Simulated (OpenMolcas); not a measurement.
# Au: effect of the basis set

* Program: OpenMolcas 26.06
* Method: SS-CASPT2, IPEA 0.25 Eh, imaginary shift 0.1 Eh (closed shells correlated: 5s 5p)
* Active space: 11 electrons in 6 orbitals (5d 6s)
* State averaging: 2S+1 = 2 even, 6 roots
* Spin-orbit coupling: RASSI with atomic mean-field integrals over the reference wave functions, term energies averaged over their components

A. ANO-R1 [7s5p4d2f], X2C, finite nucleus; CASPT2 step of the order of 0.6 core-seconds
B. ANO-RCC-VDZP [7s6p4d2f], DKH2, point nucleus; CASPT2 step roughly 0.9 core-seconds
C. ANO-R2 [8s6p5d3f1g], X2C, finite nucleus; CASPT2 step roughly 2 core-seconds
D. ANO-RCC-VTZP [8s7p5d3f1g], DKH2, point nucleus; CASPT2 step about 2.4 core-seconds
E. ANO-RCC-VQZP [9s8p6d4f2g1h], DKH2, point nucleus; CASPT2 step roughly 4 core-seconds
F. ANO-R3 [9s7p6d4f2g2h], X2C, finite nucleus; CASPT2 step roughly 4 core-seconds

Energies in cm⁻¹ above 5d¹⁰ 6s ²S_1/2, the measured ground level; measured values from NIST Handbook of Basic Atomic Spectroscopic Data.

```csv
Level,A,B,C,D,E,F,Measured
5d¹⁰ 6s ²S_1/2,0.0,0.0,0.0,0.0,0.0,0.0,0.0
5d⁹ 6s² ²D_5/2,7450,7440,7240,6650,7460,8050,9161
5d⁹ 6s² ²D_3/2,19730,19830,19470,18890,19700,20280,21435
```

Deviations, from unrounded energies. A percentage is the sum of absolute deviations over the sum of measured energies, with the sign that they share, or ± where signs differ.

```
           Against measurement  Levels      A      B      C      D      E     F
mean absolute deviation (cm-1)       2   1700   1700   1900   2500   1700  1100
      other configurations (%)       2  -11.2  -10.9  -12.7  -16.5  -11.2  -7.4
```

F lies closest to measurement on these levels and D furthest from it. The largest miss of F in the table is 5d⁹ 6s² ²D_3/2, by -1200 cm-1. The ranking rests on the paired levels alone, and a cruder setting can come out closer through cancelling errors.

Among A to F the level of the table that moves most is 5d⁹ 6s² ²D_5/2, by 1400 cm-1 (lowest in D, highest in F). Moves below CASPT2's spread within the term are not significant.

CASPT2 breaks the degeneracy within a term, and the mean is taken; among the terms shown or strongly mixed into the levels shown the widest spread is 400 cm-1 (5d⁹ 6s² ²D, E). A single d shell beside an s shell can misplace configurations of different d count against each other. Computed and measured levels are paired by configuration, term and J; levels that our copy of the source lacks, or whose pairing is in doubt (as where it misses far off the trend of its configuration), stay unpaired and out of the deviations. Only configurations of the active space appear.
